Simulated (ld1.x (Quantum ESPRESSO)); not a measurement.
## What one change does to a pseudopotential (Si (Z = 14), TM)

ld1.x (Quantum ESPRESSO) 7.5 input, shortened:

```
&input
   title='Si', zed=14., rel=1, dft='PBE', iswitch=3,
   config='[Ne] 3s2 3p2 3d-2'
 /
 &inputp
   pseudotype=2, tm=.true., lloc=1,
   nlcc=.false.
 /
3
3S  1  0   2.00   0.00  1.95  1.95  0.0
3D  3  2  -2.00  -0.15  2.00  2.00  0.0
3P  2  1   2.00   0.00  1.85  1.85  0.0
 &test
   configts(1)='3s2 3p2'
 /
```

Change: wave 3p (bound): rc 1.85 bohr becomes 3p (bound): rc 1.50 bohr.

Cutoffs: the cutoffs (Ry, on a coarse ladder) from which the occupation-weighted sum of valence levels, in a spherical-Bessel basis at the reference potential, stays within 10 and 1 mRy of its value at 400 Ry; they do not see the model core or the augmentation charge, which bear on the density cutoff. Errors are all-electron minus pseudo energies relative to the spin-unpolarised reference configuration.

Q: What does the change do?

A: The potential gets harder (15 Ry and 35 Ry → 30 Ry and 50 Ry); of the 7 tests that both files solve, the error grows in 2 and shrinks in 1 by more than 15 % and 0.3 meV (median size 2.0 → 1.3 meV); neither file shows a bound ghost. A smaller radius makes the pseudo-wave follow the all-electron one further in, where it bends more sharply, so more plane waves are needed.

```tsv
quantity	base	changed
cutoff, loose	15 Ry	30 Ry
cutoff, tight	35 Ry	50 Ry
bound ghosts	none	none
error for 3s2 3p1, meV [ΔE 7.74 eV]	-0.2	-0.2
error for 3s2 3p0, meV [ΔE 23.73 eV]	+2.0	-1.3
error for 3s1 3p0, meV [ΔE 57.70 eV]	+69	+61
error for 3s2 3p1.5, meV [ΔE 2.92 eV]	-0.1	-0.1
error for 3s1 3p2, meV [ΔE 15.17 eV]	+5.9	+8.8
error for 3s2 3p2.3, meV [ΔE -0.93 eV]	0.0	+0.1
error for 3s1 3p3, meV [ΔE 6.81 eV]	+3.2	+3.9
s: phases at 2.21 bohr within 0.05 rad from the reference energy up to (Ry; the scan ends near 5)	3.6	3.4
p: phases at 2.21 bohr within 0.05 rad from the reference energy up to (Ry; the scan ends near 5)	4.1	3.3
d: phases at 2.21 bohr within 0.05 rad from the reference energy up to (Ry; the scan ends near 5)	4.3	4.5
```
